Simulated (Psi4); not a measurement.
Psi4 input (wB97X-D/6-31G*):

```
memory 1500 MB

molecule {
1 2
B     0.00046200    0.01056600    0.81325000
B    -0.00046200   -0.01056600   -0.81325000
H     1.01413400    0.01099500    1.44912900
H    -1.01248500    0.02667200    1.45007800
H     0.00700800    0.99439000   -1.46277200
H    -0.00865600   -1.03205800   -1.43643500
symmetry c1
no_reorient
no_com
}

set {
  basis 6-31G*
  reference uks
  scf_type pk
  dft_radial_points 99
  dft_spherical_points 590
  e_convergence 1e-8
  d_convergence 1e-7
  maxiter 150
}

e = energy('wb97x-d')
print_out(f'\nFINAL {e:.10f} DIPOLE {variable("CURRENT DIPOLE")[0]:.6f} {variable("CURRENT DIPOLE")[1]:.6f} {variable("CURRENT DIPOLE")[2]:.6f}\n')
```

From the output:

```
    Beta Occupied:

       1A     -7.195713     2A     -7.195277     3A     -0.920274
       4A     -0.804791     5A     -0.714785     6A     -0.714785

    Beta Virtual:

       7A     -0.440752     8A     -0.249502     9A     -0.249502
      10A      0.009643    11A      0.044226    12A      0.059685
      13A      0.062012    14A      0.062012    15A      0.212982
      16A      0.265790    17A      0.265790    18A      0.289834
      19A      0.323593    20A      0.328295    21A      0.328295
      22A      0.635703    23A      0.731318    24A      0.731318
      25A      0.749675    26A      0.797341    27A      0.948493
      28A      1.128067    29A      1.175213    30A      1.175213
      31A      1.289289    32A      1.325723    33A      1.524663
      34A      1.766579    35A      1.766580    36A      1.857239
      37A      3.247119    38A      3.313432

    Final Occupation by Irrep:
              A
    DOCC [     6 ]
    SOCC [     1 ]
    NA   [     7 ]
    NB   [     6 ]

  @UKS Final Energy:   -51.60483629294268

   => Energetics <=

    Nuclear Repulsion Energy =             22.4225929629042895
    One-Electron Energy =                -107.9397803023197326
    Two-Electron Energy =                  40.0732669508655235
    DFT Exchange-Correlation Energy =      -6.1598637528421198
    Empirical Dispersion Energy =          -0.0010521515506375
    VV10 Nonlocal Energy =                  0.0000000000000000
    Total Energy =                        -51.6048362929426787

  UHF NO Occupations:
  HONO-2 :    5  A 1.9994523
  HONO-1 :    6  A 1.9993493
  HONO-0 :    7  A 1.0000000
  LUNO+0 :    8  A 0.0006507
  LUNO+1 :    9  A 0.0005477
  LUNO+2 :   10  A 0.0000520
  LUNO+3 :   11  A 0.0000520

Computation Completed

Properties will be evaluated at   0.000000,   0.000000,   0.000000 [a0]

Properties computed using the SCF density matrix

 Multipole Moments:

 ------------------------------------------------------------------------------------
     Multipole            Electronic (a.u.)      Nuclear  (a.u.)        Total (a.u.)
 ------------------------------------------------------------------------------------

 L = 1.  Multiply by 2.5417464519 to convert [e a0] to [Debye]
 Dipole X            :         -0.0000007            0.0000019            0.0000012
 Dipole Y            :          0.0000016           -0.0000019           -0.0000003
 Dipole Z            :          0.0000001            0.0000000            0.0000001
 Magnitude           :                                                    0.0000012

 ------------------------------------------------------------------------------------

FINAL -51.6048362929 DIPOLE 0.000001 -0.000000 0.000000

*** Psi4 exiting successfully. Buy a developer a beer!
```

The dipole moment of an ion depends on the origin.

The geometry given is a B3LYP-D3(BJ)/def2-TZVP minimum of the species of charge 0 and multiplicity 1, not of this state.
